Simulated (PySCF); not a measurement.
## Radial density of K⁺ (potassium, charge +1)

UHF, [Ar], closed-shell 1S. Calculation: PySCF 2.14, in def2-SVP (5s3p2d, 24 functions); the non-relativistic Hamiltonian (point nucleus).

| r (bohr) | 4πr²ρ (e/bohr) |
| --- | --- |
| 0.00152 | 0.1216 |
| 0.00255 | 0.3359 |
| 0.00429 | 0.8957 |
| 0.00722 | 2.255 |
| 0.0121 | 5.309 |
| 0.0204 | 10.97 |
| 0.0344 | 18.45 |
| 0.0578 | 22.16 |
| 0.0972 | 17.68 |
| 0.164 | 16.98 |
| 0.275 | 22.91 |
| 0.463 | 12.36 |
| 0.778 | 5.235 |
| 1.31 | 6.243 |
| 2.20 | 1.575 |
| 3.70 | 0.05723 |
| 6.23 | 1.476e-05 |
